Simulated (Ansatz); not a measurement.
**Cost against result**

The pair of H2 (SMILES [H][H], atoms 1–2) and AlCl3 (SMILES Cl[Al](Cl)Cl, atoms 3–6), both closed shells, in one local arrangement (a lower one may exist), relaxed at PBE0-D4/def2-TZVP:

```xyz
6
angstrom
H -0.0988 -0.1671 -3.3685
H 0.0037 0.1439 -4.0392
Cl 0.4516 0.0015 -0.1719
Al 0.0231 0.0055 1.8526
Cl -1.6453 -0.9925 2.5594
Cl 1.2655 1.0086 3.1676
```

Interaction energies are counterpoise-corrected; the time is that of the whole pair.

Computed with Ansatz 0.2.0 (basis: as named in each row); correlated methods freeze the cores. B3LYP uses VWN-RPA correlation. Extrapolation: Hartree–Fock as exp(−7.88 √X), correlation as X^−2.97.

Times are rough, for one single point on 4 threads of a shared host (Arm Neoverse V1).

The estimate by CCSD(T) at an estimated basis limit (MP2 extrapolated from triple and quadruple zeta, plus CCSD(T) − MP2 in triple zeta) is -0.9 kJ/mol.

```
   method        basis  time (s)  interaction energy (kJ/mol)  method less estimate
       HF       STO-3G   under 1                          0.2                   1.2
   PBE-D4       STO-3G   under 1                         -1.2                  -0.3
    SPW92     def2-SVP   under 1                         -1.7                  -0.8
   PBE-D4     def2-SVP   under 1                         -1.5                  -0.5
 B3LYP-D4        6-31G   under 1                         -0.8                   0.1
  PBE0-D4     def2-SVP   under 1                         -1.2                  -0.3
  CCSD(T)     def2-SVP         1                          0.0                   0.9
   PBE-D4  def2-TZVPPD         2                         -1.5                  -0.6
revPBE-D4  def2-TZVPPD         2                         -1.0                  -0.1
  BLYP-D4  def2-TZVPPD         2                         -0.4                   0.6
  PBE0-D4  def2-TZVPPD         3                         -1.2                  -0.3
 B3LYP-D4  def2-TZVPPD         3                         -0.7                   0.3
 HSE06-D4  def2-TZVPPD         3                         -1.3                  -0.3
  wB97M-V     def2-SVP         3                         -0.6                   0.3
r2SCAN-D4  def2-TZVPPD         4                         -0.3                   0.6
   B2PLYP  def2-TZVPPD         5                          0.0                   0.9
  wB97X-V  def2-TZVPPD         7                         -0.9                   0.0
  wB97M-V  def2-TZVPPD         8                         -0.7                   0.2
   B97M-V  def2-TZVPPD         9                         -0.9                   0.0
      MP2  def2-QZVPPD        11                         -0.9                   0.1
  CCSD(T)  def2-TZVPPD        68                         -0.7                   0.2
```

No T1 diagnostic of these runs exceeds 0.009.
